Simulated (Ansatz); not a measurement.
CH5AsS, SMILES `CS[AsH2]`. Charge 0, multiplicity 1.

Cartesian coordinates in Å:
```
C 0.593 0.436 -1.217
S 0.839 0.240 0.565
As -1.145 -0.632 1.103
H -0.231 1.116 -1.434
H 0.424 -0.523 -1.706
H 1.517 0.870 -1.603
H -0.604 -1.760 1.973
H -1.393 0.252 2.319
```

(1) List the harmonic frequencies (cm⁻¹, unscaled) at PBE0-D4/def2-TZVP in Ansatz. (Estimate.)

(2) Is this a minimum?

(3) Give the ideal-gas thermochemistry at 298.15 K and 1 bar (rigid rotor, harmonic oscillator; point group Cs, symmetry number 1).

(4) And at 400, 500, 600, 800 and 1000 K?

## Answers

(1) Computed: 54, 142, 197, 403, 707, 713, 742, 972, 979, 1015, 1348, 1461, 1473, 2200, 2206, 3060, 3152, 3155.

(2) Yes, all 18 modes are real.

(3) Zero-point energy 143.4 kJ/mol; H(298) − E = 160.7 kJ/mol; entropy 325.3 J/(mol·K), of which translation 169.0, rotation 107.3, vibration 49.1; G(298) − E = 63.7 kJ/mol. Modes under 100 cm⁻¹ are hindered rotations or soft bends, so the harmonic entropy is rough.

(4) 
```json
{"T (K)": "400", "H − E (kJ/mol)": "169.5", "S (J/mol/K)": "350.7", "G − E (kJ/mol)": "29.3"}
{"T (K)": "500", "H − E (kJ/mol)": "179.4", "S (J/mol/K)": "372.7", "G − E (kJ/mol)": "-6.9"}
{"T (K)": "600", "H − E (kJ/mol)": "190.4", "S (J/mol/K)": "392.7", "G − E (kJ/mol)": "-45.2"}
{"T (K)": "800", "H − E (kJ/mol)": "214.9", "S (J/mol/K)": "427.9", "G − E (kJ/mol)": "-127.4"}
{"T (K)": "1000", "H − E (kJ/mol)": "242.1", "S (J/mol/K)": "458.2", "G − E (kJ/mol)": "-216.1"}
```
